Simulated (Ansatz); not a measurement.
`[SiH3][GeH3]` + `NC(O)(F)F` → `NC(F)(F)O[SiH3]` + GeH₄  (cleavage of the Si–Ge bond)

Calculated with Ansatz (gas phase, PBE0-D4/def2-TZVP geometries, no zero-point term in ΔE). CCSD(T)/CBS is the MP2 limit (def2-TZVPP, def2-QZVPP) plus CCSD(T) − MP2 in def2-TZVPP, frozen cores. DFT in def2-TZVPP. For Ge outer-core shells are correlated without core-valence functions, which leaves a few kJ/mol of doubt a bond. Scalar relativity is left out up to krypton. Each species was taken in one conformer, which may not be the lowest.

```tsv
level	ΔE (eV)
PBE	-0.48
SCS-MP2/def2-TZVPP	-0.79
CCSD/def2-TZVPP	-0.71
CCSD(T)/def2-TZVPP	-0.69
```

Problem. What does CCSD(T)/CBS give? (Best estimate.)

Solution. The calculation gave: -0.69 eV. The listed levels differ from it by 0.21, -0.10, -0.02, 0.00 eV.

Largest T1 diagnostic among the species: 0.012.

From PBE to PBE0 (25 % exact exchange), in def2-TZVPP and without D4, ΔE moves by −0.05 eV. In def2-TZVPP, CCSD(T) changes the Hartree–Fock value by +0.19 eV (the triples alone add +0.02 eV) and MP2 by +0.13 eV.
